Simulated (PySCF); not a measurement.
## EPR parameters of C4H3F3NO2

C4H3F3NO2 (doublet state).
Geometry (GFN2-xTB, Å), atoms numbered from 1 in this order:
```
atom  x, y, z in Å
O1     2.3189    0.3659    1.3995
C2     2.4478   -0.6274    0.7397
N3     1.5457   -1.0545   -0.2143
C4     0.3424   -0.5000   -0.4021
C5    -0.1593    0.7055   -0.3774
O6    -1.5273    1.0004   -0.3499
C7    -2.3565   -0.0101   -0.1515
F8    -3.5983    0.4511   -0.0766
F9    -2.1218   -0.7024    0.9732
F10   -2.3407   -0.9227   -1.1407
H11    3.3043   -1.3163    0.8179
H12    1.7557   -1.8917   -0.7440
H13    0.3846    1.6413   -0.4916
```

The hyperfine couplings belong to this conformer and change with its torsions.

As a line formula: `O=CN/[C]=C/OC(F)(F)F` [radical].

Computed with PySCF, UKS B3LYP, pcH-1 on C F H N O, non-relativistic, mean-field spin-orbit, GIAO. Isolated species at its GFN2-xTB geometry (one conformer only). Couplings are sensitive to structure, and on GFN2-xTB geometries they can be far from those on DFT ones. The frame is twisted about the C4–C5 bond at this geometry (dihedral N3–C4–C5–H13 = 21°); couplings at other torsion angles weren't computed. No stability test was run, so a lower SCF solution isn't excluded.

```
g1, g2, g3                      : 2.00202, 2.00244, 2.00308
g_iso                           : 2.00251
Form of g                       : rhombic: the two nearest values differ by 40 % of g3 − g1
⟨S²⟩                            : 0.7556 (exact 0.7500)
HOMO–LUMO gap, α and β orbitals : 5.40, 4.15 eV
```

Hyperfine couplings atom by atom, in G; T1 to T3 are the principal values of the dipolar part; ρ(0) is the spin density at the nucleus (MHz turned into gauss with g_iso; 10 G = 1 mT):

```csv
atom,isotope,a_iso,T1,T2,T3,Mulliken spin population,ρ(0) (bohr⁻³)
O1,17O,-1.8,-8.7,4.1,4.5,0.07,0.0082
C2,13C,4.1,-1.4,-1.1,2.5,0.02,0.0101
N3,14N,2.1,-1.8,-1.7,3.5,0.04,0.0185
C4,13C,105.1,-24.4,-20.2,44.6,0.80,0.2620
C5,13C,-5.2,-5.4,-3.2,8.7,-0.02,-0.0129
O6,17O,-8.5,-3.8,1.3,2.5,0.02,0.0394
C7,13C,-0.2,-0.4,-0.1,0.5,0.00,-0.0005
F8,19F,5.0,-1.7,-1.3,3.0,0.00,0.0033
F9,19F,11.6,-6.4,-5.9,12.2,0.00,0.0077
F10,19F,23.4,-6.7,-6.1,12.8,0.00,0.0156
H11,1H,2.1,-1.1,-0.8,1.9,0.00,0.0013
H12,1H,5.2,-3.1,-2.1,5.2,0.00,0.0032
H13,1H,34.8,-2.6,-0.3,2.9,0.05,0.0218
```

Largest spin populations (Mulliken): C4 (+0.80) and O1 (+0.07). No atom but C4 exceeds +0.15.

Under fast tumbling the dipolar parts average out, and these isotropic splittings remain: 1 × 1H (H13, I = 1/2, 2 lines) with 3.48 mT, 3 × 19F (F8/F9/F10, I = 1/2, 4 lines) with 1.33 mT, 1 × 1H (H12, I = 1/2, 2 lines) with 0.52 mT, 1 × 14N (N3, I = 1, 3 lines) with 0.21 mT and 1 × 1H (H11, I = 1/2, 2 lines) with 0.21 mT.

Class means assume fast exchange of nuclei equivalent by connectivity; if that motion is slow, each nucleus keeps its own coupling. The three 19F nuclei of mean +37.4 MHz run from 13.9 to 65.6 MHz in the frozen geometry.

The 13C coupling of C4 (294.5 MHz) shows only in satellite lines or after enrichment, since that isotope makes up about 1.07 % of natural carbon.

The 17O coupling of O6 (-23.9 MHz) shows only in satellite lines or after enrichment, since that isotope makes up about 0.038 % of natural oxygen.

Examples of negative spin density at the nucleus (bohr⁻³): C5 (-0.0129).
